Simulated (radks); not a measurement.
Species: P+. Configuration: [Ne] 3s2 3p2. All-electron calculation, Dirac Kohn-Sham, PBE, spin-unpolarised, spherical densities, finite nucleus; open shells fill j = l - 1/2 first; Fermi nuclear charge, rms radius 3.1889 fm. Program: a radial shooting solver on a logarithmic mesh with Libxc functionals.

Normalised radial functions P(r) = r R(r) (large component), r in bohr:

r	1s1/2	3s1/2	3p3/2
0.008852	0.8856	0.0747	0.0022
0.01279	1.2036	0.1013	0.0044
0.01848	1.5935	0.1333	0.0089
0.02649	2.0222	0.1673	0.0172
0.03827	2.4465	0.1971	0.0329
0.05529	2.7414	0.2072	0.0607
0.07989	2.7532	0.1747	0.1062
0.1145	2.3787	0.0786	0.1710
0.1654	1.6472	-0.0908	0.2511
0.239	0.8362	-0.2864	0.3171
0.3454	0.2737	-0.3908	0.3133
0.495	0.0504	-0.2697	0.1816
0.7153	0.0038	0.1127	-0.0998
1.033	0.0001	0.5747	-0.4483
1.493	0.0000	0.8134	-0.6978
2.14	0.0000	0.6661	-0.6841
3.092	0.0000	0.3161	-0.4321
4.468	0.0000	0.0793	-0.1656
6.455	0.0000	0.0084	-0.0322

1s1/2: eigenvalue -2094.8 eV, 0 radial nodes, <r> = 0.104 bohr, 90 % of the charge inside 0.185 bohr. 3s1/2: eigenvalue -23.266 eV, 2 radial nodes at r = 0.138, 0.653 bohr, <r> = 1.82 bohr, 90 % of the charge inside 2.74 bohr. 3p3/2 (empty): eigenvalue -14.176 eV, 1 radial node at r = 0.639 bohr, <r> = 2.14 bohr, 90 % of the charge inside 3.31 bohr.
